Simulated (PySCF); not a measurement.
C2H3F3Si2, SMILES F[Si](F)(F)C#C[SiH3].

Geometry optimised at PBE0-D3(BJ)/def2-SVP. The structure was generated by enumeration, and PubChem lists no compound with its InChIKey, so it may never have been made.

Two levels are set side by side: PBE/def2-TZVP (PySCF) and r2SCAN/def2-TZVP (PySCF). Same geometry, gas phase. Differences are taken from unrounded values.

```
quantity                     r2SCAN    PBE  PBE minus r2SCAN
---------------------------  ------  -----  ----------------
orbital gap (eV)               5.89   5.46             -0.43
highest occupied level (eV)   -8.07  -7.79              0.28
lowest empty level (eV)       -2.18  -2.34             -0.16
dipole moment (D)              2.81   2.77             -0.05
mean polarisability (bohr³)    70.2   72.8               2.6
```

Rough cost on one machine, each run with all the roots and properties that it gave: r2SCAN against PBE about 4 times.
